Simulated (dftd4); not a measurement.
zinc atom (Zn), singlet; D4 for wb97x run with dftd4.

Here is a job for dftd4.
```
$ dftd4 mol.xyz --func wb97x --charge 0 --json dftd4.json --noedisp --grad

# file mol.xyz
1

Zn     0.00000000     0.00000000     0.00000000
```

Predict the main parts of the log of this dftd4 run.


```
                    ____  _____ _____     ____  _  _
      -------------|  _ \|  ___|_   _|---|  _ \| || |------------
     |             | | | | |_    | | ___ | | | | || |_           |
     |             | |_| |  _|   | ||___|| |_| |__   _|          |
     |             |____/|_|     |_|     |____/   |_|            |
     |             ===================================           |
     |            E. Caldeweyher, S. Ehlert & S. Grimme          |
     |          Mulliken Center for Theoretical Chemistry        |
     |                    University of Bonn                     |
      -----------------------------------------------------------

Rational (Becke-Johnson) damping: wb97x-D4-ATM
---------------------
  s6         1.0000
  s8         0.5093
  s9         1.0000
  a1         0.0662
  a2         5.4487
 alp        16.0000
--------------------

Dispersion energy:       0.0000000000000E+00 Eh

Gradient norm:           0.0000000000000E+00 Eh/a0
--------------------------------------------------
     #    Z           dE/dx      dE/dy      dE/dz
--------------------------------------------------
     1   30 Zn    0.000E+00  0.000E+00  0.000E+00
--------------------------------------------------

Virial:
--------------------------------------------------
      component           x          y          z
--------------------------------------------------
          x       0.000E+00  0.000E+00  0.000E+00
          y       0.000E+00  0.000E+00  0.000E+00
          z       0.000E+00  0.000E+00  0.000E+00
--------------------------------------------------

[Info] Dispersion results written to 'dftd4.txt'
[Info] JSON dump of results written to 'dftd4.json'
```
